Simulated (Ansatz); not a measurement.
Program: Ansatz. Geometries: PBE0-D4/def2-TZVP. ΔE: electronic, gas phase. CBS: MP2 limit from def2 TZ/QZ plus the TZ coupled-cluster correction, frozen cores. DFT in def2-TZVPP. For Ge outer-core shells are correlated without core-valence functions, which leaves a few kJ/mol of doubt a bond. Scalar relativity is left out up to krypton. One conformer a species, not always the lowest.

Reaction (ligand exchange at the Si–N bond): `C=C[N]([GeH3])[SiH2]Cl` + `[NH2][GeH2][Cl]` → `Cl[SiH2][NH][GeH2][Cl]` + `C=C[NH][GeH3]`

CCSD(T)/CBS gives +1.4 kcal/mol.

**Question.** Another level gave +0.4 kcal/mol. Which?
A. CCSD/def2-TZVPP
B. PBE0/def2-TZVPP
C. HF/def2-TZVPP
D. MP2/def2-TZVPP

**Answer.** A. CCSD/def2-TZVPP 0.4, PBE0 -0.6, MP2/def2-TZVPP 1.7, HF/def2-TZVPP -3.1 kcal/mol.

Largest T1 diagnostic among the species: 0.012.

In def2-TZVPP, CCSD(T) changes the Hartree–Fock value by +4.3 kcal/mol (the triples alone add +0.7 kcal/mol) and MP2 by +4.8 kcal/mol. The D4 term adds +1.9 kcal/mol with B3LYP and +1.0 kcal/mol with PBE0; it sums over pairs of atoms, weighted by their polarisabilities, and B3LYP, whose exchange is more repulsive, gets the larger term.

B3LYP here is the variant with VWN-RPA as its local correlation; programs differ in this.
